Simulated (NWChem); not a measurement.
Species: C2H4ClFSi; SMILES F/C=C(\Cl)[SiH3]

All runs: NWChem. Pople sets run with spherical d functions. Medium grid unless said otherwise, to which SCAN and Minnesota functionals are sensitive. Structure relaxed at the PBE0/def2-SVP level. B3LYP is NWChem's, with the RPA form of VWN correlation. Total energies of different functionals are on different scales.

| level | energy (Ha) | highest occupied level (eV) | orbital gap (eV) | dipole (D) |
|---|---|---|---|---|
| B3LYP/6-31G* | -928.1030 | -7.03 | 6.66 | 1.96 |
| PBE/6-31G* | -927.5292 | -6.03 | 4.91 | 1.78 |
| LDA (Slater exchange, VWN5)/6-31G* | -924.0567 | -6.16 | 4.85 | 1.81 |
| PBE0/6-31G* | -927.6071 | -7.32 | 7.10 | 2.01 |
| M05-2X/6-31G* | -928.0202 | -8.60 | 9.44 | 2.14 |
| KT2/6-31G* | -936.6548 | -6.08 | 4.97 | 1.85 |
| CAM-B3LYP/6-31G* | -928.0143 | -8.57 | 9.61 | 2.08 |
| r2SCAN/6-31G* | -927.9230 | -6.35 | 5.32 | 1.96 |
| revPBE/6-31G* | -927.8673 | -5.99 | 4.93 | 1.78 |
| OLYP/6-31G* | -928.0287 | -5.89 | 4.96 | 1.81 |
